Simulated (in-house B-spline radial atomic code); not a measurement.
Rb. Computed with a B-spline radial atomic code. Model: non-relativistic spherical atom: semilocal Troullier-Martins pseudo-atom, one channel per l, against all electrons, high spin, G0W0 and RPA with empty states to l = 8, local potential for every l without a channel, a model core (radius 0 = none) keeps its share of the functional.

The core holds an angular momentum without a channel of its own, so the local potential lets valence electrons into it.

Without relativity these are model numbers for so heavy an element.

What the tables leave out is listed at the end.

The pseudopotential gives back the lowest level of each angular momentum of its own functional in the configuration it was made in; a second state of the same l is only approximately right. Exact exchange, RPA and GW see the smooth pseudo-orbitals and miss the exchange with the core, for which the functional's share stands in. The column with an uncorrelated core keeps all orbitals and exact exchange, and so separates missing core correlation from pseudisation. Only the three outermost levels and the lowest empty one were computed. RPA here is direct RPA, with no exchange kernel, and its energies carry an (l + 1/2)⁻⁴ tail. A hybrid on a potential with a model core restores only its own semilocal share of the core's exchange.

Command:
```bash
python run_psgw.py task.json out
```
Settings (lengths in bohr, energies in hartree):
```
Z                      37
electrons              37
configuration          [Kr] 5s1
generated_in           [Kr] 5s1
functional             pbe,pbe
core_shells            6
radius_factor          1.15
core_correction        True
ion_configuration      [Ar] 3d10 4s2 4p6
```

Cost of the run: 62 s on 1 thread of Arm Neoverse N1, on a shared host.

Given: made with PBE; model core radius 0.953 bohr; local radius 1.509 bohr; mean-field start PBE0.

Valence shells of the generating configuration: 4s, 4p, 5s.

Channel: s 1.481, p 1.669 (radii in bohr).

Computed: largest level miss in the spin-unpolarised generating configuration 0.014 eV; valence RPA correlation energy all-electron orbitals -0.385 hartree; valence RPA correlation energy pseudo -0.44347 hartree; ionisation by mean-field all-electron 4.1387 eV; ionisation by mean-field pseudo minus all 0.005 eV; ionisation by RPA all-electron 4.4213 eV; ionisation by RPA pseudo minus all 0.012 eV.

```tsv
level	occupied	mean-field all-electron (eV)	mean-field pseudo minus all (eV)	G0W0 all-electron (eV)	G0W0 uncorrelated core minus all (eV)	G0W0 pseudo minus all (eV)	exchange self-energy all-electron (eV)	exchange self-energy pseudo (eV)
5s up	1	-2.8266	-0.005	-4.3496	0.018	-0.014	-5.4365	-5.1496
5s down (empty)	0	-1.0449	-0.009	-0.40181	0.019	-0.032	-0.85353	-0.54985
```

Q: What is the pseudo-atom RPA polarisability?

A: 156.69 bohr³.

Q: What is the all-electron RPA polarisability, core included?

A: 156.33 bohr³.

Among the listed levels the largest G0W0 shift of the pseudo-atom is -0.03 eV, for 5s down (empty) on the PBE0 start, while leaving the core uncorrelated moves that level by +0.02 eV. The rest, -0.05 eV, comes from pseudisation and the lost core exchange. Not in the tables (levels of low weight, unsolved or above zero; the highest and the empty levels are kept at any weight): on PBE, a start not tabulated, the G0W0 levels 5s up (pseudo minus all -0.03 eV, weights 0.59 and 0.60), 4p down (pseudo minus all -0.87 eV, weights 0.12 and 0.07), 4p up (pseudo minus all +0.00 eV, weights 0.11 and 0.12), 5s down (pseudo minus all -0.07 eV, weights 0.69 and 0.71); on PBE0 the G0W0 levels 4p down (pseudo minus all +0.02 eV, weights 0.02 and 0.04), 4p up (pseudo minus all +0.02 eV, weights 0.02 and 0.04); no Hartree-Fock pseudo-atom is run with a model core.
